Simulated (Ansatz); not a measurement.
Species: CBF5, net charge 0, singlet state. SMILES: FB(F)C(F)(F)F
Geometry from a B3LYP-D3(BJ)/def2-TZVP (Ansatz, a first-principles code) optimisation:
```
C
F 1 1.3441
F 1 1.3522 2 107.53
F 1 1.3524 2 107.52 3 -115.35
B 1 1.6155 2 112.91 3 122.37
F 5 1.3086 1 120.62 2 0.50
F 5 1.3094 6 120.32 1 -179.96
```

PBE beside other levels, property by property. Correlated levels leave the core frozen unless marked. UHF or UKS for open shells. No spin-orbit coupling. No relativistic terms. CBS(X,Y): correlation extrapolated as X^-3; Hartree-Fock from the larger set. [CCSD(T)-MP2]/basis is that difference in the basis named. Atomisation energies are electronic, to ground-state atoms; the column to compare with has the core term from cc-pwCVTZ added, other frozen-core levels have none. Vertical energies are electronic, to the SCF solution reached for that spin. The coupled-cluster column (Ansatz) is a level with limits of its own: (a) RI-MP2/CBS(aug-cc-pVTZ,aug-cc-pVQZ)+[CCSD(T)-MP2]/aug-cc-pVTZ; (b) CCSD(T)/CBS(aug-cc-pVTZ,aug-cc-pVQZ).

```csv
property,PBE/def2-TZVPD (Ansatz),SVWN5/def2-TZVPD (Ansatz),PBE0/def2-TZVPD (Ansatz),wB97X-V/def2-TZVPD (Ansatz),coupled cluster
vertical triplet-singlet gap (eV),6.36,6.42,6.93,7.35,7.74 (a)
atomisation energy (kcal/mol),778.4,905.6,746.4,746.7,749.9 (b)
vertical ionisation energy to the doublet (eV),12.60,12.88,13.34,13.56,14.00 (a)
```

As the rows show:
- vertical triplet-singlet gap: PBE lies 1.38 eV below coupled cluster.
- atomisation energy: PBE lies 28.5 kcal/mol above coupled cluster.
- vertical ionisation energy to the doublet: PBE lies 1.40 eV below coupled cluster.
